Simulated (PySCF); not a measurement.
F2HOS, SMILES [OH+]=S(F)F, charge +1. Atoms are numbered in the order given.

```xyz
5

O      1.4165     0.1661     0.0000
S      0.0097    -0.4638     0.0000
F     -0.7235     0.2745    -1.1688
F     -0.7235     0.2745     1.1688
H      1.5349     1.1501     0.0000
```
Charge +1, spin multiplicity 1.

The structure is a stationary point at B3LYP-D3(BJ)/def2-SVP. The isomer is the one that the SMILES or the coordinates give; other isomers of the formula were not compared.

Method: B3LYP/pcJ-1 run with PySCF.

Isotropic couplings with Fermi-contact, spin-dipole and both spin-orbit terms, one fixed conformer, no vibrational averaging. Isotopes: 19F, 1H.

Computed spin–spin coupling constants:
```
pair   bonds apart  J (Hz)
-----  -----------  ------
F3–F4            2   157.5
F3–H5            3     8.0
F4–H5            3     8.0
```
